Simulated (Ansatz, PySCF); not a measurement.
System: molecular bromine, Br$_{2}$, charge 0, multiplicity 1. SMILES: BrBr
Structure (B3LYP-D3(BJ)/def2-TZVP (Ansatz, a first-principles code) minimum search):
```xyz
2

Br     0.0000     0.0000    -1.1579
Br     0.0000     0.0000     1.1579
```

Quantity: atomisation energy (electronic, to ground-state atoms), in kJ/mol. Valence correlation only, unless marked. Open shells are spin-unrestricted. No spin-orbit coupling. The frozen core is the preceding noble-gas configuration, with the filled d and f shells of earlier blocks. No relativistic terms. The coupled-cluster limit lacks core correlation, which all-electron functionals hold. CBS marks a two-point X^-3 extrapolation of the correlation energy; Hartree-Fock from the larger set (for Q and 5 zeta extrapolated as (X+1)exp(-9√X)).

```
level                                program  atomisation energy (kJ/mol)
----------------------------  --------------  ---------------------------
HF-D3(BJ)/def2-TZVPD           PySCF + dftd3                        101.0
BLYP-D4/def2-TZVPD            Ansatz + dftd4                            …
BP86-D3(BJ)/def2-TZVPD         PySCF + dftd3                            …
B3LYP/def2-TZVPD                      Ansatz                        204.9
r2SCAN0-D4/def2-TZVPD         Ansatz + dftd4                        204.3
CAM-B3LYP-D3(BJ)/def2-TZVPD   Ansatz + dftd3                            …
wB97M-V/def2-TZVPD                    Ansatz                            …
B2GP-PLYP-D4/def2-TZVPD       Ansatz + dftd4                        200.8
SCS-MP2/aug-cc-pVDZ                   Ansatz                        166.3
SCS-MP2/def2-SVPD                     Ansatz                        163.9
SCS-MP2/def2-QZVPPD                   Ansatz                        209.1
CCSD(T)/CBS(cc-pVQZ,cc-pV5Z)          Ansatz                        218.6
```

Task: Complete the blanks.

Result: 
- BLYP-D4/def2-TZVPD, atomisation energy (kJ/mol): 223.7
- BP86-D3(BJ)/def2-TZVPD, atomisation energy (kJ/mol): 243.6
- CAM-B3LYP-D3(BJ)/def2-TZVPD, atomisation energy (kJ/mol): 199.7
- wB97M-V/def2-TZVPD, atomisation energy (kJ/mol): 205.4
